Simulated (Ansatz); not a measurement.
Cartesian coordinates in Å:
```
C -1.193 -1.206 -0.240
B -0.233 -0.051 0.172
C -0.490 0.805 1.446
Sn 1.582 0.383 -1.123
H -1.887 -0.744 -0.962
H -1.811 -1.584 0.580
H -0.731 -2.040 -0.771
H -1.516 0.754 1.823
H 0.149 0.350 2.221
H -0.167 1.846 1.383
H 2.529 1.696 -0.559
H 2.631 -0.969 -1.234
H 1.137 0.761 -2.735
```

Charge 0, multiplicity 1. Sn takes the def2 core potential.

Question: List the ωB97M-V/def2-TZVPP orbital energies in eV (the Gaussian-basis code of Ansatz). (Best estimate.)

Answer: Computed: Occupied: -280.94, -280.93, -188.31, -142.23, -96.80, -96.79, -96.75, -30.42, -30.41, -30.33, -30.27, -30.27, -23.04, -22.04, -16.99, -14.97, -14.30, -14.23, -13.70, -13.38, -11.74, -10.86, -10.76, -9.31. Lowest empty: 0.56, 1.90, 2.16, 2.28, 2.57, 3.19, 3.48, 3.81.
